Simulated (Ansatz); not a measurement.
CH3Si (SMILES C[Si]) moved off its minimum; all values from Ansatz (a program for electronic structure), cores frozen in correlated methods. Open shells are unrestricted.
(charge 0, multiplicity 2)
```xyz
5

C     -1.08285     0.00303     0.06190
Si     0.86109     0.00856    -0.00362
H     -1.44228    -0.65604    -0.92773
H     -1.55319     0.96698    -0.09113
H     -1.54395    -0.41808     0.97258
```

### Question
Give the forces (eV/Å), the total energy and the dipole at MP2/aug-cc-pV(T+d)Z.

### Answer

| atom | Fx | Fy | Fz |
|---|---|---|---|
| C1 | -0.510 | -1.595 | -1.799 |
| Si2 | -0.767 | -0.043 | -0.043 |
| H3 | 0.960 | 1.465 | 2.565 |
| H4 | 0.056 | 0.371 | -0.215 |
| H5 | 0.262 | -0.198 | -0.508 |
Energy -328.7525 hartree, dipole 0.98 D.
